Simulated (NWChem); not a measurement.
Molecule: C2H6OSi2; SMILES C1[Si@@H](O)[SiH2]C=1

```xyz
11

O     -0.3529     2.2648    -0.4326
Si     0.0087     0.8612     0.4302
C      1.5001    -0.2013    -0.0659
C      0.9792    -1.4571    -0.2138
Si    -0.9070    -1.2688    -0.0317
H     -0.4930     2.1273    -1.3859
H      0.0583     1.3419     1.8523
H      2.5795     0.0241    -0.1652
H      1.6015    -2.3532    -0.4028
H     -1.6444    -1.4576    -1.3359
H     -1.5785    -2.1446     0.9977
```
Atoms are numbered in this order, from 1.

Program: NWChem. Pople sets run with spherical d functions. All runs use the structure optimised with PBE-D3(BJ)/def2-SVP.

Taking B3LYP/6-311++G** as the yardstick, which of these has the fewest basis functions while keeping “highest occupied level (eV)” within 0.05 eV of it: B3LYP/6-31+G*; B3LYP/STO-3G; B3LYP/6-311G**; B3LYP/3-21G; B3LYP/6-31G*?

B3LYP/6-31+G* (a larger set in the list lies outside the tolerance).
| level | basis functions | highest occupied level (eV) | relative time (rough) |
|---|---|---|---|
| B3LYP/STO-3G | 39 | -3.85 | 1 |
| B3LYP/3-21G | 65 | -7.13 | 1 |
| B3LYP/6-31G* | 90 | -7.10 | 3 |
| B3LYP/6-31+G* | 110 | -7.32 | 4 |
| B3LYP/6-311G** | 142 | -7.28 | 4 |
| B3LYP/6-311++G** | 168 | -7.35 | 10 |

The yardstick is one finite set, not the basis-set limit.
